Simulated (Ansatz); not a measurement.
# doublet B: levels of theory in one basis

A single B atom.

Basis set: 6-31G* (spherical functions). Correlated methods keep 1 orbital frozen. Correlation on ROHF uses semicanonical orbitals with singles. Charge 0, multiplicity 2.

Computed with Ansatz (development build ahead of 0.2.0); each method stands on the lowest determinant of its kind that the runs found.

| method | E − E(ROHF) (eV) | <S²> of the determinant |
| --- | --- | --- |
| ROHF | 0.00 | 0.75 |
| UHF | -0.07 | 0.75 |
| ROHF-MP2 | -1.05 | – |
| UHF-MP2 | -1.05 | 0.75 |

(1) Is a single determinant a sound starting point here?

Answers

(1) By this sign, yes. Unrestricted orbitals gain 0.07 eV and <S²> is 0.75 against 0.75 for a pure state.
